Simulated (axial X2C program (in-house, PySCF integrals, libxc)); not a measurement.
**Potential curves of VBr, spin-free**

Computed with an in-house all-electron X2C program for linear molecules (integrals from PySCF). Spin-free means the one-electron spin-free X2C Hamiltonian. Basis: Br dyall-cv3z [8s9p6d4f1g], V dyall-cv3z [10s10p6d4f2g] (cores contracted in-house); Gaussian nuclei, density fitting, unrestricted open shells. Masses: Br 78.918 u, V 50.944 u.

State: M_S = 2, Λ = 1 (beyond evenly filled blocks: σα, π+α, δ+α, δ-α). Energies in eV from the fragments at the same level (Br + V). Fits are polynomials in 1 − R0/R over 0.85 to 1.23 times the lowest point R0.

```tsv
R (Å)	HF
2.0488	-1.0293
2.1431	-1.7055
2.2137	-2.0352
2.2843	-2.2488
2.3550	-2.3712
2.4374	-2.4254
2.5198	-2.4080
2.6258	-2.3110
2.7553	-2.1182
```

Occupations by symmetry block were frozen at the best pattern of an incomplete PBE0 search. De is counted from the lowest determinant-based energies of the atoms at the same level, without counterpoise correction. PBE0 can misorder states that lie within some tenths of an eV, so this need not be the ground state of the molecule. The nearest other spin-free determinant of the search, M_S = 2, Λ = 2, lies 0.012 eV up at the distance of the search. Spin-free De lacks the spin–orbit lowering of the heavy p-block atom, a tenth of an eV or more for 4p and 5p, up to an eV for 6p and one to two eV for 7p atoms, less what an open-shell molecule gains itself.

**Question.** What are Re, ωe and De at the HF level?

**Answer.** At HF, spin-free: Re = 2.455 Å, ωe ≈ 293 cm⁻¹, De = 2.43 eV to Br + V; Be follows as 0.0903 cm⁻¹.
